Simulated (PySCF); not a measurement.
# Rh⁺: interval between two levels

Rh⁺ [Kr] 4d8 [3F4, M_J = 4] → Rh⁺ [Kr] 4d7 5s1 [5F5, M_J = 5], as a difference of total energies. Calculation: PySCF 2.14, in x2c-TZVPall-2c with one added diffuse shell each of s, p, d type (9s10p8d1f, 86 functions); the two-component X2C-1e Hamiltonian. Correlated levels: [Ar] 3d10 frozen; the 6 highest virtual spinors dropped. "Screened" scales the spin-orbit matrix elements by Boettger's factors to mimic the two-electron term; Breit and QED terms are absent.

| method | interval between two levels (cm⁻¹) |
| --- | --- |
| GHF (spin-free) | 10959 |
| GMP2 (spin-free) | 14514 |
| GHF (screened spin-orbit) | 10621 |
| GMP2 (screened spin-orbit) | 14156 |

The spin-free rows relax to the high-spin LS determinant and lack the spin-orbit shift.

Errors of the correlated levels include the incompleteness of this basis and the frozen core.

The labels give the starting determinants; with spin-orbit coupling the two ends relaxed to ⟨J²⟩ = 20.02, ⟨L²⟩ = 12.06, ⟨S²⟩ = 2.01 and ⟨J²⟩ = 30.01, ⟨L²⟩ = 12.12, ⟨S²⟩ = 5.96.

**Question.** Which method comes closest to the reference value, and which is furthest?

**Answer.** The reference is 16885 cm⁻¹ (measured; NIST Handbook of Basic Atomic Spectroscopic Data (Sansonetti and Martin, J. Phys. Chem. Ref. Data 34, 1559 (2005))). Closest: GMP2 (spin-free) (error -2371.2 cm⁻¹); furthest: GHF (screened spin-orbit) (error -6263.4 cm⁻¹).
